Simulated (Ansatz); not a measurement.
Correlation energies of Br2H2O2Si, SMILES `O[Si](O)(Br)Br` by basis set

```
atom    x (Å)    y (Å)    z (Å)
  O1   0.3097  -0.4666   1.3151
 Si2   0.1394   0.0821  -0.2028
  O3  -0.9815   1.2464  -0.2199
 Br4   1.9845   0.9842  -0.9714
 Br5  -0.4210  -1.6133  -1.5125
  H6   0.8157  -1.2696   1.4529
  H7  -1.8469   1.0368   0.1387
```

Charge 0, multiplicity 1. Correlated methods include outer-core shells of Br, which these sets cover unevenly. Scalar relativity is left out up to krypton. All single points use the PBE0-D4/def2-TZVP geometry. It is one conformer, not always the lowest. Frozen core, restricted reference, the Gaussian-basis code of Ansatz.

| basis | HF (Eh) | MP2 corr. | CCSD corr. | (T) | CCSD(T) total |
| --- | --- | --- | --- | --- | --- |
| def2-SVP | ? | -0.92026 | -0.93299 | ? | ? |
| def2-TZVPP | -5584.95712 | -1.14063 | -1.15346 | ? | ? |
| def2-QZVPP | -5585.07257 | ? | – | – | – |

(1) Fill in the withheld values. (An estimate is asked.)

Results:

(1) Ansatz gave: def2-SVP HF (Eh): -5584.01252; def2-SVP (T): -0.02046; def2-SVP CCSD(T) total: -5584.96597; def2-TZVPP (T): -0.04147; def2-TZVPP CCSD(T) total: -5586.15205; def2-QZVPP MP2 corr.: -1.82762.
